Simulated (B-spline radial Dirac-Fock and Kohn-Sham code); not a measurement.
**Rh³⁺: scattering cross sections and density moments**

System: the Rh³⁺ ion, [Kr] 4d5 5p1 (not the ground configuration).

These are calculated numbers from a B-spline atomic structure program; the model is Dirac-Fock densities.

```
Sum of ⟨r⟩                          : 25.64 bohr
Sum of ⟨r²⟩                         : 32.29 bohr²
Sum of ⟨1/r⟩                        : 255.78 per bohr
Langevin diamagnetic susceptibility : -25.6 × 10⁻⁶ cm³/mol
Lamb shielding (α²/3)Σ⟨1/r⟩         : 4540 ppm
```

Coherent scattering is the Thomson cross section weighted by f₀², without anomalous dispersion; incoherent scattering is Klein-Nishina weighted by S. The Lamb formula is the non-relativistic shielding expression. Electron correlation is left out.

| hν (keV) | coherent (b) | incoherent (b) | incoherent per electron (b) |
| --- | --- | --- | --- |
| 1 | 1133 | 0.5799 | 0.0138 |
| 5 | 711.6 | 5.246 | 0.125 |
| 8.0478 | 497.8 | 8.148 | 0.194 |
| 17.4793 | 221.7 | 13.41 | 0.319 |
| 20 | 185.2 | 14.29 | 0.340 |
| 100 | 14.68 | 18.57 | 0.442 |
| 500 | 0.7217 | 11.99 | 0.286 |
| 1000 | 0.1841 | 8.829 | 0.210 |

Incoherent scattering overtakes coherent scattering between 20 and 100 keV.
